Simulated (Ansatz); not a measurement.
Reaction (atomization): `C#C[SiH2][AlH2]` → Al• + 2 C• + 5 H• + Si•

Gas-phase electronic energies from Ansatz, PBE0-D4/def2-TZVP geometries. CBS: MP2 limit from def2 TZ/QZ plus the TZ coupled-cluster correction, frozen cores. This one scheme is used for every species, atoms too. Functionals use def2-TZVPP. No spin–orbit coupling; open shells (•) take unrestricted orbitals. Spin–orbit coupling would lower the free atoms: a little for Al, C, Si.

| species | CAM-B3LYP energy (Eh) |
| --- | --- |
| `C#C[SiH2][AlH2]` | -611.06084 |
| Al• | -242.36801 |
| C• | -37.83702 |
| H• | -0.49881 |
| Si• | -289.37690 |

(1) Work out ΔE.

Largest T1 diagnostic among the species: 0.018.

Answers

(1) ΔE = 5 × (-0.49881) + 2 × (-37.83702) + (-242.36801) + (-289.37690) − (-611.06084) = 1.14784 Eh = +3013.7 kJ/mol. CCSD(T)/CBS gives +3030.8 kJ/mol.

The D4 term adds +28.6 kJ/mol with B3LYP and +15.1 kJ/mol with PBE0; it sums over pairs of atoms, weighted by their polarisabilities, and B3LYP, whose exchange is more repulsive, gets the larger term. In def2-TZVPP, CCSD(T) changes the Hartree–Fock value by +694.5 kJ/mol (the triples alone add +45.7 kJ/mol) and MP2 by +727.9 kJ/mol; breaking electron pairs costs correlation energy, which Hartree–Fock lacks.

B3LYP here is the variant with VWN-RPA as its local correlation; programs differ in this.

For atomizations the MP2-based limit and the directly extrapolated one differ by several kJ/mol either way, and by 10 to 25 for some Ge, Se and Sn compounds, so smaller differences from it don't rank the levels.
